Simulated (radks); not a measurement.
Species: Cl2+. Configuration: [Ne] 3s2 3p2 4f1 (not the ground configuration). Method: scalar-relativistic Kohn-Sham, LDA (Slater exchange, Perdew-Wang correlation), spin-polarised, spherical densities, point nucleus; open shells are filled with parallel spins first; computed with a radial shooting solver on a logarithmic mesh with Libxc functionals.

Unscreened Slater integrals over Kohn-Sham orbitals (eV). They are taken over the spin-up orbitals.

| integral | value |
|---|---|
| F0(4f,4f) | 4.4564 |
| F2(4f,4f) | 2.4208 |
| F4(4f,4f) | 1.5988 |
| F6(4f,4f) | 1.1768 |
| F0(4f,3p) | 5.6334 |
| F2(4f,3p) | 0.94176 |
| G2(4f,3p) | 0.30901 |
| G4(4f,3p) | 0.20094 |
| F0(4f,3s) | 5.6425 |
| G3(4f,3s) | 0.17481 |
| F0(4f,2p) | 5.6595 |
| F2(4f,2p) | 0.085511 |
| G2(4f,2p) | 0.0016869 |
| G4(4f,2p) | 0.0010772 |
| F0(3p,3p) | 16.203 |
| F2(3p,3p) | 8.2485 |
| F0(3p,3s) | 16.837 |
| G1(3p,3s) | 11.258 |
| F0(3p,2p) | 21.937 |
| F2(3p,2p) | 4.1177 |
| G0(3p,2p) | 1.6960 |
| G2(3p,2p) | 1.7104 |
| F0(3s,3s) | 17.561 |
| F0(3s,2p) | 23.264 |
| G1(3s,2p) | 1.8975 |
| F0(2p,2p) | 61.412 |
| F2(2p,2p) | 28.473 |

Derived for the open shells (J is the average intra-shell exchange parameter used in DFT+U). 3p: J = F2/5 = 1.650 eV; in LS coupling 1D lies 6 F2/25 = 1.980 eV above 3P. 4f: F4/F2 = 0.660, F6/F2 = 0.486, J = (286 F2 + 195 F4 + 250 F6)/6435 = 0.2018 eV.
